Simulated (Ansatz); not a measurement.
Ansatz (a program for electronic structure) input:

Ansatz 0.2 input:
```yaml
crystal:
  periodic: [false, false, false]
  atoms:
    - {symbol: C, position_ang: [2.25944736, -0.35172746, -1.00168097]}
    - {symbol: C, position_ang: [1.43005009, 0.42973446, -0.05034071]}
    - {symbol: C, position_ang: [0.40995222, -0.20412682, 0.83860163]}
    - {symbol: C, position_ang: [-1.01421397, 0.06221602, 0.38772159]}
    - {symbol: C, position_ang: [-1.85158559, 0.79127634, 1.12023553]}
    - {symbol: C, position_ang: [-1.40827661, -0.52912869, -0.93492785]}
    - {symbol: H, position_ang: [3.11715333, 0.22024998, -1.35951390]}
    - {symbol: H, position_ang: [1.69055957, -0.66172072, -1.89272040]}
    - {symbol: H, position_ang: [2.62951320, -1.27536921, -0.54448485]}
    - {symbol: H, position_ang: [1.43286079, 1.51179672, -0.11163594]}
    - {symbol: H, position_ang: [0.57701064, -1.28704176, 0.86851057]}
    - {symbol: H, position_ang: [0.51934845, 0.16560856, 1.86377964]}
    - {symbol: H, position_ang: [-2.86488473, 0.99085689, 0.79341798]}
    - {symbol: H, position_ang: [-1.55133678, 1.21207274, 2.07206495]}
    - {symbol: H, position_ang: [-2.44963312, -0.31642077, -1.17476948]}
    - {symbol: H, position_ang: [-1.26909739, -1.61454910, -0.93142182]}
    - {symbol: H, position_ang: [-0.78373488, -0.13494642, -1.74088210]}
basis:
  gaussian:
    orbitals: cc-pVTZ
hamiltonian:
  xc: pbe
magnetization: {spin_polarized: true, initial_magnetization: 1}
correlation: {method: rpa, electrons: outside_noble_gas}
```

Problem. What final total energy does it print?

Solution. -235.26581 Eh (RPA@PBE/cc-pVTZ). The basis has 334 functions.

It need not be the lowest isomer of its formula.
